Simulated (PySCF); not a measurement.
Two-component Hartree-Fock for Sn⁴⁺ (tin, charge +4)

Start: [Kr] 4d10. Calculated with PySCF 2.14 in x2c-TZVPPall-2c: generalised Hartree-Fock with the X2C-1e Hamiltonian and a Gaussian nucleus; one run each with spin-orbit coupling (SO) switched off, then screened by Boettger's factors.

```tsv
spinor shell	electrons	ε, spin-free (eV)	ε, screened SO (eV)	weight of nominal j (screened SO)	rms radius, screened SO (bohr)
1s1/2	2	-29389.7	-29387.0	1.000	0.0333
2s1/2	2	-4565.5	-4564.8	1.000	0.136
2p1/2	2	-4095.8	-4255.8	1.000	0.118
2p3/2	4	-4095.8	-4022.9	1.000	0.123
3s1/2	2	-954.80	-954.61	1.000	0.361
3p1/2	2	-797.60	-827.76	1.000	0.354
3p3/2	4	-797.60	-783.79	1.000	0.366
3d3/2	4	-556.16	-561.38	1.000	0.340
3d5/2	6	-556.16	-552.51	1.000	0.342
4s1/2	2	-201.73	-201.70	1.000	0.875
4p1/2	2	-152.07	-157.55	1.000	0.928
4p3/2	4	-152.07	-149.56	1.000	0.956
4d3/2	4	-77.300	-77.988	1.000	1.15
4d5/2	6	-77.300	-76.828	1.000	1.16
```

```tsv
quantity	spin-free	screened SO
E (hartree)	-6169.79836	-6171.25963
M_J	0	0
⟨J²⟩	0.000	0.000
⟨L²⟩	0.000	0.017
⟨S²⟩	0.000	0.017
```

Breit and QED terms are absent; they matter most for the inner s and p1/2 levels.

Densities and radii are taken from the X2C orbitals without a picture-change correction, which distorts them close to the nucleus.

Without spin-orbit coupling the j labels of p, d and f shells carry no meaning; the spin-free column gives the mean over the occupied spinors of each nl shell.
